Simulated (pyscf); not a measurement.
Optimised with ωB97X-D3(BJ)/def2-SVP in PySCF.

**Question.** H₃Si–SiH(SiH₃)–Cl (SMILES [SiH3][SiH]([SiH3])Cl) + H₃Si–Cl (SMILES [SiH3]Cl) -> H₃Si–SiH₂–SiH₃ (SMILES [SiH3][SiH2][SiH3]) + Cl–SiH₂–Cl (SMILES Cl[SiH2]Cl)
Surface: singlet. Broken: Cl–Si, H–Si. Formed: H–Si, Cl–Si. Give ΔE‡ and ΔE from ωB97X-D3(BJ)/def2-TZVP, relative to the separated reactants.

**Answer.** ΔE‡ = 36.3 kcal/mol, ΔE = -2.1 kcal/mol. ωB97M-D3(BJ)/def2-TZVP gives 38.8 kcal/mol and -2.5 kcal/mol. Zero-point energy shifts the barrier by +0.6 kcal/mol. It is a four-centre exchange, with an imaginary mode of 246i cm⁻¹. One saddle was located; it need not be the lowest between these sides.
